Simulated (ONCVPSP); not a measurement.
**PBE ONCV dataset for nickel (Ni), scalar-relativistic all-electron reference.**

ONCVPSP 4.0.1 was run on this input:

```
# ATOM AND REFERENCE CONFIGURATION
# atsym  z   nc   nv     iexc    psfile
  Ni 28.00    5    2        4      upf
#
#   n    l    f
    1    0    2.00
    2    0    2.00
    2    1    6.00
    3    0    2.00
    3    1    6.00
    3    2    9.00
    4    0    1.00
#
# PSEUDOPOTENTIAL AND OPTIMIZATION
# lmax
    2
#
#   l,   rc,      ep,       ncon, nbas, qcut
    0    1.90    0.00    3    6    2.90
    1    1.80    0.17    4    7    5.10
    2    0.95    0.00    4    9   14.60
#
# LOCAL POTENTIAL
# lloc, lpopt,  rc(5),   dvloc0
    2    5    0.95    0.00
#
# VANDERBILT-KLEINMAN-BYLANDER PROJECTORs
# l, nproj, debl
    0    2    1.60
    1    3    3.60
    2    0    3.30
#
# MODEL CORE CHARGE
# icmod, fcfact, rcfact
    2    0.20    1.10
#
# LOG DERIVATIVE ANALYSIS
# epsh1, epsh2, depsh
   -2.00    5.00    0.02
#
# OUTPUT GRID
# rlmax, drl
    6.00    0.01
#
# TEST CONFIGURATIONS
# ncnf
    4
# nvcnf
#   n    l    f
    2
    3    2    8.00
    4    0    2.00
#
    2
    3    2    8.00
    4    0    1.00
#
    2
    3    2    8.00
    4    0    0.00
#
    2
    3    2    7.00
    4    0    0.00
#
```

Command:

```bash
oncvpsp.x < Ni.dat > Ni.out
```

Output (shortened: citation, most of the input echo, consistency checks and plot data are left out):

```
ONCVPSP  (Optimized Norm-Conservinng Vanderbilt PSeudopotential)
scalar-relativistic version 4.0.1

#   n    l    f        energy (Ha)
    1    0    2.00    -3.0161056E+02
    2    0    2.00    -3.5877781E+01
    2    1    6.00    -3.0839746E+01
    3    0    2.00    -3.8957540E+00
    3    1    6.00    -2.4427386E+00
    3    2    9.00    -1.7070397E-01
    4    0    1.00    -1.6510629E-01

Reference configufation results
  iterations    33
  all-electron total energy (Ha)   -1.52059584D+03

Begin loop to  construct optimized pseudo wave functions
and semi-local pseudopoentials for all angular momenta

   Wellstate for l =  0  n =  5
     eigenvalue =   1.4349
     asymptotic potential =   1.9349
     half-point radius =  3.1936

Calculating optimized projector #   1

 for l=   0

    Fraction of norm inside rc  0.172740
    Optimizing pswf for qcut=   2.91 a_B^-1,  ecut=   4.23 Ha
    Residual kinetic energy error=  1.68D-03 Ha

    Energy error per electron        Cutoff
         Ha          eV             Ha
         0.01000     0.27211        2.60
         0.00100     0.02721        5.06
         0.00010     0.00272       19.96
         0.00001     0.00027       32.16

Calculating optimized projector #   2

 for l=   0

    Fraction of norm inside rc  0.237525
    Optimizing pswf for qcut=   2.91 a_B^-1,  ecut=   4.23 Ha
    Residual kinetic energy error=  4.58D-02 Ha

    Energy error per electron        Cutoff
         Ha          eV             Ha
         0.01000     0.27211        5.76
         0.00100     0.02721       18.28
         0.00010     0.00272       39.74
         0.00001     0.00027       87.19

   Wellstate for l =  1  n =  4
     eigenvalue =   0.1700
     asymptotic potential =   0.6700
     half-point radius =  3.8021

   Wellstate for l =  1  n =  6
     eigenvalue =   3.7700
     asymptotic potential =   4.2700
     half-point radius =  3.2916

   Wellstate for l =  1  n =  7
     eigenvalue =   7.3700
     asymptotic potential =   7.8700
     half-point radius =  3.0779

Calculating optimized projector #   1

 for l=   1

    Fraction of norm inside rc  0.132263
    Optimizing pswf for qcut=   5.09 a_B^-1,  ecut=  12.97 Ha
    Residual kinetic energy error=  9.65D-04 Ha

    Energy error per electron        Cutoff
         Ha          eV             Ha
         0.01000     0.27211        1.78
         0.00100     0.02721       12.96
         0.00010     0.00272       41.61
         0.00001     0.00027       53.65

Calculating optimized projector #   2

 for l=   1

    Fraction of norm inside rc  0.132530
    Optimizing pswf for qcut=   5.09 a_B^-1,  ecut=  12.97 Ha
    Residual kinetic energy error=  6.74D-02 Ha

    Energy error per electron        Cutoff
         Ha          eV             Ha
         0.01000     0.27211       27.55
         0.00100     0.02721       58.12
         0.00010     0.00272       67.98
         0.00001     0.00027       97.11

Calculating optimized projector #   3

 for l=   1

    Fraction of norm inside rc  0.104603
    Optimizing pswf for qcut=   5.09 a_B^-1,  ecut=  12.97 Ha
    Residual kinetic energy error=  4.56D-01 Ha

    Energy error per electron        Cutoff
         Ha          eV             Ha
         0.01000     0.27211       22.18
         0.00100     0.02721       51.59
         0.00010     0.00272       83.21
         0.00001     0.00027      109.97

Calculating optimized projector #   1

 for l=   2

    Fraction of norm inside rc  0.527014
    Optimizing pswf for qcut=  14.60 a_B^-1,  ecut= 106.60 Ha
    Residual kinetic energy error=  6.21D-05 Ha

    Energy error per electron        Cutoff
         Ha          eV             Ha
         0.01000     0.27211       76.14
         0.00100     0.02721       90.58
         0.00010     0.00272      103.18
         0.00001     0.00027      543.61

Construct Vanderbilt / Kleinmman-Bylander projectors

B matrix Hermiticity error, ll=   0
   1   2    7.3987E-05

  Orthonormal projector coefficients  1.3692E+01  8.3237E-01

B matrix Hermiticity error, ll=   1
   1   2   -1.6513E-04
   1   3    2.3194E-04
   2   3    2.2679E-04

  Orthonormal projector coefficients  3.0274E+01 -9.9317E+00  2.8412E+00

Model core correction analysis
  based on d2Exc/dn_idn_j

d2excae - all-electron derivatives

   -2.405483D-02   -7.623607D-03
   -7.621306D-03   -3.448210D-02

d2excps - pseudofunction derivatives with no core correction

   -4.052555D-02   -8.205392D-03
   -8.202382D-03   -3.561297D-02

rms 2nd derivative error    8.264983E-03

amplitude prefactor, scale prefactor
    1.4006    1.5963

d2excps - pseudofunction derivatives with core correction

   -3.479896D-02   -7.724583D-03
   -7.722254D-03   -3.470683D-02

rms 2nd derivative error    5.373714E-03

Pseudoatom total energy  -38.663004

Diagnostic tests using Vanderbilt-Kleinman-Bylander pseudopotentials
  1 or more projectors used as specified by nproj input data

   l    rcore       rmatch      e in        delta e   norm test  slope test

   0   1.9006610   1.9583692  -0.1651063   0.0000089   1.0000352   0.9998823
   0   1.9006610   1.9583692   1.4348937   0.0001494   1.0001720   1.0001720

   1   1.8010378   1.8557213   0.1700000   0.0000058   1.0002110   1.0002110
run_diag: lschvkbbe ERROR   2   3   1  60  3.77000000E+00  3.34300000E+00
   1   1.8010378   1.8557213   3.7700000  -0.4270000   0.9521693   1.0797178
run_diag: lschvkbbe ERROR   3   3   1  60  7.37000000E+00  6.58300000E+00
   1   1.8010378   1.8557213   7.3700000  -0.7870000   0.3618354   0.0313713

   2   0.9552936   0.9842984  -0.1707040   0.0000046   1.0000043   1.0000007

 Testing for bound ghosts
   n   l    E NL Schr. Eq   E Basis Diag.   E Cutoff

       0                      -11.584861     34.35  WARNING - GHOST(-)
   1   0       -0.165097       -0.143193     34.35

       1                       -1.983476     92.27  WARNING - GHOST(-)
   2   1       -0.027640        0.071721     92.27

 Testing for highly-localized positive-energy ghosts
       l    <radius>/rc     E Basis Diag.   E Cutoff

       0        0.716154        3.863408     34.35  WARNING - GHOST(+)

       1        0.784473       29.623367     92.27  WARNING - GHOST(+)

Test configuration 0

   n   l     f        eae           eps        diff
   1   0  2.0000 -301.61056432
   2   0  2.0000  -35.87778085
   2   1  6.0000  -30.83974589
   3   0  2.0000   -3.89575397
   3   1  6.0000   -2.44273859
   3   2  9.0000   -0.17070397   -0.17069937    4.60D-06
   4   0  1.0000   -0.16510629   -0.16509741    8.88D-06

    Total energies and differences
      AE_ref= -1.52059584D+03  AE_tst= -1.52059584D+03  dif=  0.00D+00
      PS_ref= -3.86630044D+01  PS_tst= -3.86630044D+01  dif=  5.68D-14
      PSP excitation error= -5.68D-14

Test configuration 1

   n   l     f        eae           eps        diff
   1   0  2.0000 -301.79302479
   2   0  2.0000  -36.08165790
   2   1  6.0000  -31.04152425
   3   0  2.0000   -4.08135507
   3   1  6.0000   -2.62346029
   3   2  8.0000   -0.32611809   -0.33437268   -8.25D-03
   4   0  2.0000   -0.20737762   -0.20589801    1.48D-03

    Total energies and differences
      AE_ref= -1.52059584D+03  AE_tst= -1.52053716D+03  dif=  5.87D-02
      PS_ref= -3.86630044D+01  PS_tst= -3.86004124D+01  dif=  6.26D-02
      PSP excitation error= -3.92D-03

Test configuration 2

   n   l     f        eae           eps        diff
   1   0  2.0000 -302.12970706
   2   0  2.0000  -36.41105929
   2   1  6.0000  -31.37153017
   3   0  2.0000   -4.41610021
   3   1  6.0000   -2.95872329
   3   2  8.0000   -0.65871516   -0.66515024   -6.44D-03
   4   0  1.0000   -0.48450941   -0.48283429    1.68D-03

    Total energies and differences
      AE_ref= -1.52059584D+03  AE_tst= -1.52019455D+03  dif=  4.01D-01
      PS_ref= -3.86630044D+01  PS_tst= -3.82594144D+01  dif=  4.04D-01
      PSP excitation error= -2.30D-03

Test configuration 3

   n   l     f        eae           eps        diff
   1   0  2.0000 -302.52322818
   2   0  2.0000  -36.79354193
   2   1  6.0000  -31.75492161
   3   0  2.0000   -4.80484065
   3   1  6.0000   -3.34774717
   3   2  8.0000   -1.04241554   -1.04703461   -4.62D-03

    Total energies and differences
      AE_ref= -1.52059584D+03  AE_tst= -1.51955692D+03  dif=  1.04D+00
      PS_ref= -3.86630044D+01  PS_tst= -3.76230443D+01  dif=  1.04D+00
      PSP excitation error= -1.04D-03

Test configuration 4

psatom: WARNING lschvkbb convergence error n,l,iter=   3   2   3
ea(ii),et,emin,emax -1.706994E-01 -1.877693E-01 -1.877693E-01 -1.877693E-01
run_config: WARNING for fully non-local PS atom, stg. 1
 WARNING no output for configuration 5
```

Note: ghosts flagged at negative energy: s at -315.2 eV, p at -54.0 eV; GHOST(+) flagged for s at 105.1 eV. A true bound ghost makes a file unfit for plane-wave use.

The run took about 2.3 s on one core of a shared server CPU.
